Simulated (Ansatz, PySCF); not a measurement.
Pair of molecules: HF (SMILES F) (first 2 atoms) with CH3Br (SMILES CBr); geometry from B3LYP-D3(BJ)/def2-TZVP, rigid monomers moved along the line of their centres of mass till H2···Br4 is 2.12 Å.
(charge 0, multiplicity 1):
```tsv
atom	x (Å)	y (Å)	z (Å)
F	-0.0394	-0.1485	0.6416
H	-0.0625	-0.6487	1.4319
C	-0.2407	1.0736	3.6043
Br	-0.1625	-0.8901	3.5385
H	-1.1792	1.3396	4.0765
H	-0.1910	1.4268	2.5808
H	0.6100	1.4071	4.1870
```

Monomers are frozen at their geometry in the pair; levels with a basis set take the counterpoise correction. Rows marked so take none.

Correlated levels freeze the cores. Filled d and f shells under p-block atoms count as core. Rows in 3-21G carry no dispersion term and start afresh at each structure; the Pople sets are all-electron and without relativity.

Programs: Ansatz (Gaussian basis) for Hartree–Fock, density functionals and correlated methods; PySCF for 3-21G rows, the dispersion terms. Each number belongs to the level named beside it.

Task: One of these levels gives -103.8 meV for the interaction energy. Which?
A) CCSD/aug-cc-pVDZ
B) B3LYP-D3(BJ)/def2-TZVPPD
C) HF/3-21G (no counterpoise)
D) r2SCAN-D4/def2-TZVPPD

Result: C, HF/3-21G (no counterpoise). The others give -207.4 (r2SCAN-D4/def2-TZVPPD), -179.7 (B3LYP-D3(BJ)/def2-TZVPPD), -60.5 (CCSD/aug-cc-pVDZ)

Ansatz is a first-principles code.
